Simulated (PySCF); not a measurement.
Run record: geometry optimisation, `ClCC[SiH2]Br`.

Method: PBE0-D3(BJ)/def2-SVP geometry optimisation, gas phase (PySCF 2.14.0). Start geometry: GFN2-xTB. The input is one job of a driver script: a line of settings, then coordinates in Å.

Input:
```
{"job": {"xc": "PBE0", "basis": "def2-SVP", "d3": "d3bj", "grid": 1, "maxiter": 30, "shake": 0.01, "kind": "geom"}, "charge": 0, "multiplicity": 1}
Cl    -0.625300     1.936260    -1.065060
C     -1.252270     0.634760    -0.028720
C     -0.454960    -0.622810    -0.259870
Si     1.459720    -0.384950     0.058460
Br     1.620800     0.389120     2.118050
H     -1.168280     0.997730     0.999930
H     -2.288730     0.494210    -0.277450
H     -0.568410    -0.964280    -1.278720
H     -0.831500    -1.391480     0.428610
H      2.068640     0.574430    -0.799320
H      2.078410    -1.688830     0.088430
```

What does the run print?

```
step   0  E = -3402.45357247  max force = 0.042122
step   1  E = -3402.45841088  max force = 0.012449
step   2  E = -3402.45969383  max force = 0.004640
step   3  E = -3402.45988697  max force = 0.000955
step   4  E = -3402.45995900  max force = 0.001322
step   5  E = -3402.46001086  max force = 0.001815
step   6  E = -3402.46003888  max force = 0.001156
step   7  E = -3402.46004705  max force = 0.000221
optimisation converged
```

Energies in Eh; «max force» is the largest Cartesian gradient component in Eh/bohr.

Give the first gradient maximum in eV/Å.

With 1 Eh/bohr = 51.422 eV/Å, 2.166 eV/Å.

In short: final energy -3402.46005 Eh after 7 steps; dipole 2.46 D.

Where do the atoms end?

0.077 Å rms from the input after alignment:
```
atom  x, y, z in Å
Cl1   -0.5094    2.0919   -1.0061
C2    -1.2568    0.7150   -0.1370
C3    -0.4400   -0.5507   -0.2900
Si4    1.3447   -0.4626    0.3099
Br5    1.3433    0.3397    2.3958
H6    -1.3345    1.0144    0.9177
H7    -2.2704    0.5990   -0.5448
H8    -0.4147   -0.8666   -1.3481
H9    -0.9326   -1.3639    0.2718
H10    2.2123    0.4102   -0.5227
H11    1.9099   -1.8412    0.3560
```

How long does this job take on an Intel Xeon at 2.60 GHz with one thread, shared host with 128 logical CPUs at a one-minute load of 12? And the peak memory of the process?

About 50 s, with 0.55 GiB resident at the peak, the Python interpreter and its libraries included.
Labels such as C1 count atoms from 1, the log's own numbers from 0.
